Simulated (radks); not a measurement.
Ni, configuration [Ar] 3d8 4s1 4p1 (not the ground configuration). Calculated with a radial shooting solver on a logarithmic mesh with Libxc functionals: Dirac Kohn-Sham, LDA (Slater exchange, Perdew-Wang correlation), spin-unpolarised, spherical densities, finite nucleus; open shells fill j = l - 1/2 first; Fermi nuclear charge, rms radius 3.7757 fm.

Spin-orbit splittings of the eigenvalues, e(l+1/2) - e(l-1/2), with zeta = 2 splitting/(2l+1) and mean radii in bohr:

| shell | occ. | splitting (eV) | zeta (eV) | <r> j=l-1/2 | <r> j=l+1/2 |
|---|---|---|---|---|---|
| 2p | 6 | 17.44 | 11.63 | 0.2133 | 0.2166 |
| 3p | 6 | 2.219 | 1.479 | 0.7727 | 0.7830 |
| 3d | 8 | 0.2418 | 0.09672 | 0.9970 | 1.004 |
| 4p | 1 | 0.06831 | 0.04554 | 3.907 | 3.966 |
